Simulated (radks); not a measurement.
Initial-state core-level shifts of neutral osmium when its valence configuration changes from [Xe] 4f14 5d6 6s2. All-electron calculation, scalar-relativistic Kohn-Sham, PBE, spin-polarised, spherical densities, finite nucleus; open shells are filled with parallel spins first (spin-orbit coupling, left out, can overturn this in heavy ions); Fermi nuclear charge, rms radius 5.4126 fm. Program: a radial shooting solver on a logarithmic mesh with Libxc functionals. Shifts are changes of the shell-averaged eigenvalues in eV (positive: less bound); the change of the density at the nucleus, which sets a Mossbauer isomer shift, is in e/bohr^3, on a base of 1.789e+06.

valence                    2p       3s       3p       3d  density at nucleus
4f14 5d6 6s1 6p1       -1.475   -1.483   -1.483   -1.482               -83.7
4f14 5d6.5 6s1.5       +1.255   +1.244   +1.244   +1.248               -54.4
4f14 5d8               +4.296   +4.266   +4.266   +4.282              -206.4
4f13.5 5d6.5 6s2       -5.744   -6.626   -6.611   -6.541               +54.9
4f13 5d7 6s2          -11.612  -13.411  -13.381  -13.238              +110.9
4f13.5 5d6.5 6p2       -8.820   -9.725   -9.711   -9.635              -146.7
4f14 5d7 6s1           +2.436   +2.416   +2.416   +2.425              -105.4
4f13.5 5d7 6p1.5       -6.823   -7.736   -7.722   -7.642              -150.6
4f13.5 5d6 6s2 6p0.5   -7.999   -8.869   -8.855   -8.789               +75.0
